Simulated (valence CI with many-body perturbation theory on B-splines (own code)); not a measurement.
## Energy levels of Ba L

Method: valence CI with perturbative core correlation (CI+MBPT): five valence electrons over a frozen Dirac-Fock core [He], radial functions for each j: 9 s, 9 p, 8 d, 6 f, 3 g, 1 h, with the one-electron correlation potential Σ1 (screened to all orders), the two-electron term Σ2, the three-electron term Σ3, Breit, model QED; selected single and double excitations, second order for the rest (own B-spline code, finite nucleus).

No measured spectrum was set against this ion. As an estimate, large intervals hold to a few tenths of a per cent, small ones and those within an open d or f shell to about a per cent. Among the levels kept, up to 1200 cm⁻¹ of a level comes from second order outside the variational space, and about a tenth of that is noise between levels of different J, which matters for small intervals.

Levels 46 to 78 of 78, with energies above the lowest level, (2s^2 2p1/2^2 2p3/2) J=3/2. "Leading %" is the weight of the configuration and term that name the level; weights of strongly mixed levels are sums over their largest components and can fall short. In the jj column 3d3/2^4 stands for four electrons in 3d with j = 3/2. Lifetimes count E1, E2, E3, M1 and M2 decay at the calculated energies, and are blank where another channel may lead or the interval is too uncertain; long ones can be off by a factor of two.

| No. | Configuration | Term | J | E (eV) | Leading % | Leading jj | Second component | Lifetime |
| --- | --- | --- | --- | --- | --- | --- | --- | --- |
| 46 | 2s2 2p2 3d | 4D | 7/2 | 5622.7 | 47 | 2s^2 2p1/2 2p3/2 3d5/2 (98 %) | 34 % 2s2 2p2 3d 4F | 72.6 fs |
| 47 | 2s2 2p2 3d | 2F | 5/2 | 5622.9 | 22 | 2s^2 2p1/2 2p3/2 3d3/2 (65 %) | 22 % 2s2 2p2 3d 4P | 3.99 fs |
| 48 | 2s2 2p2 3d | 2D | 3/2 | 5624.3 | 43 | 2s^2 2p1/2 2p3/2 3d3/2 (82 %) | 22 % 2s2 2p2 3d 4D | 2.29 fs |
| 49 | 2s2 2p2 3d | 4P | 1/2 | 5629.7 | 34 | 2s^2 2p1/2 2p3/2 3d3/2 (94 %) | 31 % 2s2 2p2 3d 2P | 1.45 fs |
| 50 | 2s2 2p2 3d | 4P | 3/2 | 5637.6 | 36 | 2s^2 2p1/2 2p3/2 3d5/2 (88 %) | 36 % 2s2 2p2 3d 2P | 2.31 fs |
| 51 | 2s2 2p2 3d | 2G | 9/2 | 5639.8 | 62 | 2s^2 2p1/2 2p3/2 3d5/2 (100 %) | 38 % 2s2 2p2 3d 4F | 36.1 ps |
| 52 | 2s2 2p2 3d | 2F | 5/2 | 5640.0 | 40 | 2s^2 2p1/2 2p3/2 3d5/2 (85 %) | 29 % 2s2 2p2 3d 4D | 2.07 fs |
| 53 | 2s2 2p2 3d | 2D | 5/2 | 5653.0 | 61 | 2s^2 2p1/2 2p3/2 3d5/2 (94 %) | 21 % 2s2 2p2 3d 4P | 1.48 fs |
| 54 | 2s2 2p2 3d | 2F | 7/2 | 5659.4 | 66 | 2s^2 2p1/2 2p3/2 3d5/2 (95 %) | 17 % 2s2 2p2 3d 2G | 1.43 fs |
| 55 | 2s2 2p2 3d | 2D | 3/2 | 5662.2 | 59 | 2s^2 2p1/2 2p3/2 3d5/2 (99 %) | 28 % 2s2 2p2 3d 2P | 2.12 fs |
| 56 | 2s2 2p2 3d | 2P | 1/2 | 5665.8 | 55 | 2s^2 2p1/2 2p3/2 3d5/2 (94 %) | 34 % 2s2 2p2 3d 2S | 2.01 fs |
| 57 | 2s 2p3 3p | 2P | 1/2 | 5669.3 | 35 | 2s 2p1/2^2 2p3/2 3p1/2 (89 %) | 18 % 2s 2p3 3p 4D | 19.1 fs |
| 58 | 2s 2p3 3p | 2D | 3/2 | 5670.1 | 32 | 2s 2p1/2^2 2p3/2 3p1/2 (96 %) | 24 % 2s 2p3 3p 4F | 31.7 fs |
| 59 | 2s 2p3 3p | 4D | 7/2 | 5718.8 | 46 | 2s 2p1/2^2 2p3/2 3p3/2 (97 %) | 33 % 2s 2p3 3p 6P | 483 fs |
| 60 | 2s 2p3 3p | 4P | 3/2 | 5725.7 | 34 | 2s 2p1/2^2 2p3/2 3p3/2 (97 %) | 24 % 2s 2p3 3p 2P | 9.36 fs |
| 61 | 2s 2p3 3p | 4P | 5/2 | 5738.4 | 37 | 2s 2p1/2^2 2p3/2 3p3/2 (96 %) | 21 % 2s 2p3 3p 2D | 10.0 fs |
| 62 | 2s 2p3 3p | 2P | 1/2 | 5742.3 | 37 | 2s 2p1/2^2 2p3/2 3p3/2 (97 %) | 30 % 2s 2p3 3p 4P | 5.48 fs |
| 63 | 2s2 2p2 3s | 4P | 5/2 | 5751.7 | 61 | 2s^2 2p3/2^2 3s (97 %) | 36 % 2s2 2p2 3s 2D | 51.1 fs |
| 64 | 2s2 2p2 3s | 2P | 3/2 | 5758.8 | 53 | 2s^2 2p3/2^2 3s (98 %) | 35 % 2s2 2p2 3s 2D | 12.1 fs |
| 65 | 2s 2p3 3p | 2D | 5/2 | 5787.7 | 29 | 2s 2p1/2^2 2p3/2 3p3/2 (98 %) | 18 % 2s 2p3 3p 4P | 13.3 fs |
| 66 | 2s 2p3 3d | 4D° | 5/2 | 5791.3 | 30 | 2s 2p1/2^2 2p3/2 3d3/2 (97 %) | 24 % 2s 2p3 3d 6D° | 23.2 fs |
| 67 | 2s 2p3 3d | 6D° | 3/2 | 5794.6 | 30 | 2s 2p1/2^2 2p3/2 3d3/2 (97 %) | 19 % 2s 2p3 3d 4P° | 11.2 fs |
| 68 | 2s 2p3 3d | 4F° | 7/2 | 5796.3 | 24 | 2s 2p1/2^2 2p3/2 3d3/2 (87 %) | 23 % 2s 2p3 3d 6D° | 682 fs |
| 69 | 2s2 2p2 3s | 2S | 1/2 | 5796.3 | 63 | 2s^2 2p3/2^2 3s (88 %) | 17 % 2s2 2p2 3s 4P | 22.6 fs |
| 70 | 2s 2p3 3d | 4P° | 1/2 | 5796.5 | 44 | 2s 2p1/2^2 2p3/2 3d3/2 (97 %) | 34 % 2s 2p3 3d 6D° | 31.8 fs |
| 71 | 2s 2p3 3p | 2P | 3/2 | 5798.7 | 30 | 2s 2p1/2^2 2p3/2 3p3/2 (98 %) | 16 % 2s 2p3 3p 4D | 14.6 fs |
| 72 | 2s 2p3 3p | 4P | 1/2 | 5803.2 | 37 | 2s 2p1/2^2 2p3/2 3p3/2 (88 %) | 15 % 2s 2p3 3p 2S | 139 fs |
| 73 | 2s 2p3 3d | 4F° | 9/2 | 5819.2 | 47 | 2s 2p1/2^2 2p3/2 3d5/2 (98 %) | 34 % 2s 2p3 3d 6D° | 27.8 ps |
| 74 | 2s2 2p2 3p | 2P° | 3/2 | 5832.8 | 26 | 2s^2 2p3/2^2 3p1/2 (97 %) | 25 % 2s2 2p2 3p 4P° | 636 fs |
| 75 | 2s2 2p2 3p | 2D° | 5/2 | 5835.8 | 24 | 2s^2 2p3/2^2 3p1/2 (81 %) | 21 % 2s2 2p2 3p 2F° | 19.7 fs |
| 76 | 2s 2p3 3d | 4D° | 5/2 | 5837.6 | 17 | 2s 2p1/2^2 2p3/2 3d5/2 (81 %) | 17 % 2s 2p3 3d 2D° | 3.51 fs |
| 77 | 2s 2p3 3d | 4D° | 3/2 | 5838.0 | 27 | 2s 2p1/2^2 2p3/2 3d5/2 (68 %) | 14 % 2s 2p3 3d 4P° | 7.45 fs |
| 78 | 2s 2p3 3d | 4D° | 7/2 | 5845.3 | 41 | 2s 2p1/2^2 2p3/2 3d5/2 (86 %) | 27 % 2s 2p3 3d 2F° | 1.66 fs |

Where two levels of one J and parity lie close, their mixing, g and order are uncertain.
